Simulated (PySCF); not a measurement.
## How methods differ on the excitation energy of Zr⁺

Zr⁺ [Kr] 4d2 5s1 (4F) → Zr⁺ [Kr] 4d1 5s2 (2D), as a difference of total energies. Calculation: PySCF 2.14, in aug-cc-pwCVTZ-PP with ECP28MDF (8s8p7d4f3g, 122 functions); scalar relativity through the core potential. Correlated levels: valence: 4s2 4p6 frozen; valence and next inner shell: nothing frozen outside the core potential. The calculations carry no spin-orbit coupling.

| method | excitation energy (eV) |
| --- | --- |
| UHF | 2.327 |
| LDA | 1.584 |
| PBE | 1.851 |
| r2SCAN | 2.345 |
| HSE06 | 1.932 |
| TPSSh | 2.009 |
| M06-L | 1.476 |
| MP2 (valence) | 1.674 |
| SCS-MP2 (valence) | 1.351 |
| MP2 (valence and next inner shell) | 1.496 |
| SCS-MP2 (valence and next inner shell) | 1.303 |

How much does correlation contribute at MP2 (valence and next inner shell)?

1.496 − (2.327) = -0.831 eV, measured against UHF.

The Hartree-Fock determinant of the upper state isn't an eigenfunction of L²: it has lost the atom's symmetry, so its energy isn't that of a pure term.
